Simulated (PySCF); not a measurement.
## Checking a proposed structure

A compound C6H11FOSi gives the data below (simulated from a calculation) and was assigned the structure `C=C(C)C[SiH2]O/C=C/F`.

$^{13}$C{$^{1}$H} NMR (computed): δ 191.8 (CH), 164.3 (C), 138.5 (C), 26.2 (CH3), 21.8 (CH3), 19.9 (CH2).

$^{1}$H NMR (500 MHz, computed): δ 10.42 (s, 1H), 5.11 (m, 2H), 2.41 (s, 3H), 2.18 (s, 3H), 1.93 (m, 2H).

A single conformation, equivalent nuclei averaged, non-relativistic Hamiltonian, no solvent. GIAO PBE0/pcSseg-1 shieldings; GFN2-xTB geometry; PySCF.

Shifts are taken against calculated references (same method and geometry level): TMS for $^{1}$H, $^{13}$C.

Task: Compare with the shifts computed for the proposed structure, pairing carbons in order of shift.

Result: Structure with atom numbers: `[CH2:1]=[C:2]([CH3:3])[CH2:4][SiH2:5][O:6]/[CH:7]=[CH:8]/[F:9]` (H(Xn): hydrogen on atom n).

```csv
atom,computed for proposal,given list,difference
C2,147.9,191.8,-43.9
C8,147.5,164.3,-16.8
C7,142.0,138.5,+3.5
C1,116.9,26.2,+90.7
C4,30.1,21.8,+8.3
C3,28.0,19.9,+8.1
```

The rms difference is 42.0 ppm and the largest +90.7 ppm at C1 (terminal =CH2 carbon). The carbon types in order of shift don't match either: C, CH, CH, CH2, CH2, CH3 for the proposal against CH, C, C, CH3, CH3, CH2 in the data. The proposal doesn't fit.

Task: Which isomer fits?

Result: SMILES CC(C)=C(C=O)C[SiH2]F.

- Carbon types of the structure: 2 × C, 1 × CH, 1 × CH2, 2 × CH3, leaving 2 H on heteroatoms.
- δC 191.8: aldehyde carbonyl carbon; low-lying n→π* states of the double bond to the heteroatom give a large paramagnetic term (-252 ppm).
- δC 164.3: β carbon of a C=C–C=O unit; conjugation with the carbonyl draws π density from the β position.
- δC 138.5: α carbon of a C=C–C=O unit; the olefinic region.
- δH 10.42: hydrogen on an aldehyde carbonyl carbon; the formyl region, downfield of aromatic protons.

Other isomers checked: C=C(C)[C@@]1(F)[SiH2][C@@H]1OC (rms 43.1 ppm).

This is the structure that produced the data.

Splittings by $^{19}$F in the carbon and heteronuclear signals aren't shown, as no couplings were computed. Shifts are as computed. Against solution values, carbons near 30 ppm lie about +3 ppm off and those near 130 ppm about +5 ppm. Of 1309 compounds with measured shifts, 239 miss one by over three times the rms of a fit or turn the order of signals round; such compounds aren't used in these exercises. No couplings were computed; multiplicities are counted from neighbouring protons, with m where these are inequivalent, close in shift, in a saturated or five-membered ring or joined by F or P, and br s for small geminal =CH2 splittings.
